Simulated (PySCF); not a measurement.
## Calculated data, CH₅BOSi, AlBF₂H, BClH₄OSi, AlBClH and others

Computed with PySCF 2.14.0. Calculation on a computer-drawn molecule: optimised geometry and harmonic frequencies of an isolated molecule of the commonest isotopes, restricted reference for singlets and unrestricted otherwise, frozen core in MP2.

(1) CH₅BOSi

Start structure:
```xyz
9
CH5BOSi
C     -0.9695    -0.2966    -1.0447
Si     0.5329     0.4279    -2.0773
B      1.8100     1.3708    -0.8345
O      2.5160     1.9333    -0.1012
H     -1.5416     0.5202    -0.5457
H     -0.6194    -0.9214    -0.3916
H     -1.7189    -0.7852    -1.7575
H     -0.0982     1.3060    -3.1245
H      1.0556    -0.6200    -2.8009
```

Settings of this run: charge 0, multiplicity 1, method HF and basis cc-pV(D+d)Z.

It finds rotational constants 14.35, 2.796, 2.442 GHz; total energy -429.3320 hartree; convergence status largest gradient component 1.995e-05 hartree/bohr.

Drawn bonds:
```
atom  other atom  order
   1           2      1
   2           3      1
   3           4      2
   1           5      1
   1           6      1
   1           7      1
   2           8      1
   2           9      1
```

Optimised structure:
```xyz
9
CH5BOSi
C     -0.9955    -0.2719    -1.0760
Si     0.4290     0.4171    -2.0859
B      1.7492     1.3638    -0.8775
O      2.5175     1.9167    -0.1607
H     -1.5285     0.5272    -0.5555
H     -0.6373    -0.9870    -0.3318
H     -1.7045    -0.7857    -1.7299
H     -0.0360     1.4101    -3.0787
H      1.1729    -0.6553    -2.7819
```

Modes:
```
frequency (cm⁻¹)  reduced mass (dalton)
           142.2                  3.863
             171                  1.087
           308.7                  2.696
           408.8                  5.656
           511.7                  8.563
             521                  1.242
           719.3                  2.599
           723.2                  1.252
           791.7                  1.451
           955.5                   1.26
           968.7                  1.268
            1024                  1.049
            1398                  1.239
            1554                   1.05
            1554                  1.049
            2135                   12.4
            2323                  1.051
            2326                  1.029
            3176                  1.035
            3263                  1.102
            3265                  1.102
```

(2) AlBF₂H

Start structure:
```xyz
5
AlBF2H
F     -4.0559     1.3399     0.4418
B     -2.9479     2.0756     0.5443
Al    -1.0288     1.2039    -0.0613
F     -0.0400     0.6498     1.1576
H     -3.1039     3.2215     0.8812
```

Settings of this run: charge 0, multiplicity 2, method MP2 and basis cc-pV(D+d)Z.

Results for AlBF₂H: rotational constants 19.28, 2.41, 2.318 GHz; total energy -466.6385 hartree; spin squared 0.7781; convergence status largest gradient component 1.561e-05 hartree/bohr.

Drawn bonds:
```
atom  other atom  order
   1           2      1
   2           3      1
   3           4      1
   2           5      1
```

Optimised structure:
```xyz
5
AlBF2H
F     -4.0760     1.3383     0.4375
B     -2.9535     2.0750     0.5443
Al    -1.0305     1.2095    -0.0534
F     -0.0099     0.6360     1.1577
H     -3.1065     3.2319     0.8774
```

Modes:
```
frequency (cm⁻¹)  reduced mass (dalton)
           54.87                  5.462
           149.8                  4.824
           215.9                  11.63
           479.7                  4.533
           718.8                  1.767
           808.2                   13.8
            1101                  1.307
            1242                  6.535
            2610                   1.09
```

(3) BClH₄OSi

Start structure:
```xyz
8
BClH4OSi
B      0.0038    -0.4716     0.9339
Si    -1.9377     0.0199     1.2571
O     -2.4139     1.2005     0.2209
Cl    -2.0489     0.8424     3.1971
H      0.3490    -1.4936     1.1388
H      0.7037     0.2537     0.4455
H     -3.0059    -0.9317     1.3187
H     -3.1098     1.6746     0.2857
```

Here we set charge 0, multiplicity 1, method HF and basis cc-pV(D+d)Z.

Results for BClH₄OSi: rotational constants 5.742, 3.386, 2.401 GHz; total energy -850.3901 hartree; convergence status largest gradient component 2.924e-05 hartree/bohr.

Drawn bonds:
```
atom  other atom  order
   1           2      1
   2           3      1
   2           4      1
   1           5      1
   1           6      1
   2           7      1
   3           8      1
```

Optimised structure:
```xyz
8
BClH4OSi
B     -0.0441    -0.4837     0.9192
Si    -1.9502     0.0926     1.2634
O     -2.3832     1.2691     0.2052
Cl    -1.9336     0.8466     3.2141
H      0.3200    -1.6000     1.1585
H      0.7590     0.3083     0.5181
H     -2.9714    -0.9712     1.2810
H     -3.2562     1.6323     0.2382
```

Modes:
```
frequency (cm⁻¹)  reduced mass (dalton)
           112.7                  1.112
           152.5                  3.321
           234.2                  2.622
           253.3                  2.053
           332.8                  1.822
           520.4                  13.21
           641.3                  1.781
           695.8                  2.197
           835.7                  1.108
           868.6                  1.292
           902.1                  2.446
             971                  1.366
           991.5                  1.601
            1262                  1.165
            2334                  1.041
            2693                  1.054
            2778                  1.126
            4164                  1.067
```

(4) AlBClH

Start structure:
```xyz
4
AlBClH
Al    -1.1270     0.3172     2.2172
B      0.7552     1.2375     2.0532
Cl    -0.4670     2.4852     1.5593
H      1.8188     1.4268     1.5424
```

Settings of this run: charge 0, multiplicity 1, method HF and basis cc-pV(D+d)Z.

The calculation gives: rotational constants 31.87, 2.912, 2.668 GHz; total energy -726.6696 hartree; convergence status largest gradient component 3.255e-05 hartree/bohr.

Drawn bonds:
```
atom  other atom  order
   1           2      1
   2           3      1
   2           4      1
```

Optimised structure:
```xyz
4
AlBClH
Al    -1.0453    -0.1705     2.4006
B      0.5144     1.3485     1.8186
Cl    -0.1978     2.9571     1.4598
H      1.7086     1.3316     1.6931
```

Modes:
```
frequency (cm⁻¹)  reduced mass (dalton)
           105.3                  15.59
             479                  5.764
           572.5                  1.363
           784.6                  6.248
            1073                  1.223
            2695                  1.092
```

(5) FH₃NSi

Start structure:
```xyz
6
FH3NSi
N     -2.1836     1.7613     1.4707
Si    -2.1995     0.0838     1.0972
F     -2.2360    -0.1365    -0.3802
H     -2.0735     2.2066     2.3788
H     -2.0202     2.4250     0.6926
H     -2.3456    -1.0246     1.9024
```

Here we set charge 1, multiplicity 1, method HF and basis cc-pV(D+d)Z.

The calculation gives: rotational constants 32.19, 7.467, 6.061 GHz; total energy -444.3810 hartree; convergence status largest gradient component 2.365e-05 hartree/bohr.

Drawn bonds:
```
atom  other atom  order
   1           2      1
   2           3      1
   1           4      1
   1           5      1
   2           6      1
```

Optimised structure:
```xyz
6
FH3NSi
N     -2.1145     1.7310     1.4318
Si    -2.2302     0.1654     1.0472
F     -2.2317    -0.2091    -0.4611
H     -2.1056     2.0663     2.3828
H     -2.0438     2.4746     0.7532
H     -2.3326    -0.9125     2.0076
```

Modes:
```
frequency (cm⁻¹)  reduced mass (dalton)
           303.3                  3.826
           489.4                  1.171
           632.4                  1.348
           693.9                  1.111
           773.5                  1.171
           906.4                  1.501
           993.4                   3.82
            1162                  7.095
            1663                  1.138
            2519                  1.047
            3711                  1.052
            3807                  1.099
```

(6) BH₂OSi

Start structure:
```xyz
5
BH2OSi
O     -2.6117     3.2982    -0.6739
B     -1.8114     2.8590    -1.4665
Si    -0.5739     2.1144    -2.9240
H      0.5503     3.1180    -2.6695
H     -0.0261     0.9757    -2.0644
```

Settings of this run: charge -1, multiplicity 1, method MP2 and basis aug-cc-pV(D+d)Z.

The calculation gives: rotational constants 110.8, 4.158, 4.135 GHz; total energy -390.1028 hartree; convergence status largest gradient component 2.874e-05 hartree/bohr.

Drawn bonds:
```
atom  other atom  order
   1           2      2
   2           3      1
   3           4      1
   3           5      1
```

Optimised structure:
```xyz
5
BH2OSi
O     -2.6198     3.3016    -0.6696
B     -1.7842     2.8494    -1.4746
Si    -0.5816     2.1129    -2.9367
H      0.5426     3.1146    -2.6592
H     -0.0298     0.9868    -2.0582
```

Modes:
```
frequency (cm⁻¹)  reduced mass (dalton)
           285.5                  3.669
           307.5                  3.805
           465.6                  9.202
           636.3                  1.417
           701.8                  1.265
           951.7                  1.047
            1760                  12.22
            2011                  1.046
            2017                  1.035
```

(7) CH₃BF

Start structure:
```xyz
6
CH3BF
C      0.8273    -1.3025     0.5967
B     -0.5954    -1.5164     1.1390
F     -1.5674    -0.6739     0.7789
H      1.0743    -0.4841    -0.0728
H      1.6512    -1.9579     0.8567
H     -0.8932    -2.4103     1.8803
```

Settings of this run: charge 0, multiplicity 2, method MP2 and basis cc-pVDZ.

It finds rotational constants 55.67, 9.297, 7.967 GHz; total energy -164.1462 hartree; spin squared 0.7578; convergence status largest gradient component 3.824e-05 hartree/bohr.

Drawn bonds:
```
atom  other atom  order
   1           2      1
   2           3      1
   1           4      1
   1           5      1
   2           6      1
```

Optimised structure:
```xyz
6
CH3BF
C      0.8293    -1.3024     0.5961
B     -0.5988    -1.5164     1.1400
F     -1.5826    -0.6656     0.7775
H      1.0816    -0.4780    -0.0800
H      1.6598    -1.9642     0.8597
H     -0.8925    -2.4185     1.8855
```

Modes:
```
frequency (cm⁻¹)  reduced mass (dalton)
           315.6                  1.116
           391.2                  2.506
             702                  1.203
           825.3                  1.716
           910.7                  1.722
            1060                   2.21
            1112                  1.648
            1352                    2.5
            1479                  1.449
            2683                  1.095
            3206                  1.057
            3312                  1.113
```

(8) F₂HOSi

Start structure:
```xyz
5
F2HOSi
O     -0.7210     0.0832    -1.1798
Si    -0.5097    -1.4881    -1.0235
F     -0.9849    -2.5948    -1.9616
F      0.3448    -1.9402     0.1296
H     -1.1354     0.7364    -1.7651
```

Settings of this run: charge 1, multiplicity 1, method HF and basis cc-pV(D+d)Z.

It finds rotational constants 7.776, 7.538, 3.828 GHz; total energy -563.1006 hartree; convergence status largest gradient component 1.214e-05 hartree/bohr.

Drawn bonds:
```
atom  other atom  order
   1           2      1
   2           3      1
   2           4      1
   1           5      1
```

Optimised structure:
```xyz
5
F2HOSi
O     -0.6997     0.0690    -1.1646
Si    -0.4724    -1.4390    -1.0167
F     -1.0220    -2.4918    -1.9885
F      0.3509    -1.9602     0.1650
H     -1.1629     0.6185    -1.7956
```

Modes:
```
frequency (cm⁻¹)  reduced mass (dalton)
           318.6                  4.912
           333.4                  16.58
           385.8                  15.99
           463.7                  1.132
           620.9                  1.357
           884.8                  10.67
            1177                  22.42
            1279                  9.708
            4023                  1.071
```

(9) B₂ClHO

Start structure:
```xyz
5
B2ClHO
O     -2.8046    -0.9141    -2.9758
B     -2.2079    -0.4435    -2.0655
B     -1.3772     0.2321    -0.7425
Cl     0.3318     0.5610    -0.8788
H     -1.9228     0.4916     0.2817
```

Settings of this run: charge 0, multiplicity 1, method MP2 and basis cc-pV(D+d)Z.

It finds rotational constants 33.08, 2.442, 2.274 GHz; total energy -584.8799 hartree; convergence status largest gradient component 3.435e-05 hartree/bohr.

Drawn bonds:
```
atom  other atom  order
   1           2      2
   2           3      1
   3           4      1
   3           5      1
```

Optimised structure:
```xyz
5
B2ClHO
O     -2.8111    -0.9243    -2.9995
B     -2.2043    -0.4395    -2.0567
B     -1.3752     0.2334    -0.7406
Cl     0.3272     0.5593    -0.8804
H     -1.9174     0.4982     0.2963
```

Modes:
```
frequency (cm⁻¹)  reduced mass (dalton)
           148.3                  11.73
           308.6                  4.184
           446.8                  11.16
           713.5                  6.895
             801                  1.711
           914.5                  2.399
            1127                  1.692
            1945                  12.14
            2718                  1.095
```

(10) AlBH₃N

Start structure:
```xyz
6
AlBH3N
B     -0.7967    -0.2531     0.8322
Al    -1.7215    -1.9305     1.4013
N     -2.4454    -3.4941     1.9316
H     -1.2316     0.6570     0.2136
H      0.3293    -0.0397     1.2250
H     -3.3467    -3.7393     1.7528
```

Settings of this run: charge 0, multiplicity 1, method HF and basis cc-pV(D+d)Z.

The calculation gives: rotational constants 237.7, 4.687, 4.596 GHz; total energy -322.7131 hartree; convergence status largest gradient component 2.555e-05 hartree/bohr.

Drawn bonds:
```
atom  other atom  order
   1           2      1
   2           3      2
   1           4      1
   1           5      1
   3           6      1
```

Optimised structure:
```xyz
6
AlBH3N
B     -0.7172    -0.1862     0.8620
Al    -1.8368    -1.9389     1.3600
N     -2.6740    -3.2483     1.7327
H     -1.2009     0.6827     0.1967
H      0.4092    -0.0491     1.2416
H     -3.1928    -4.0599     1.9635
```

Modes:
```
frequency (cm⁻¹)  reduced mass (dalton)
           144.9                  4.801
           148.1                  6.264
           493.7                  1.133
           543.3                  1.126
           546.4                    5.1
           638.8                  1.236
           904.7                  1.311
            1223                  1.926
            1251                  2.086
            2696                  1.051
            2787                  1.126
            3998                  1.087
```
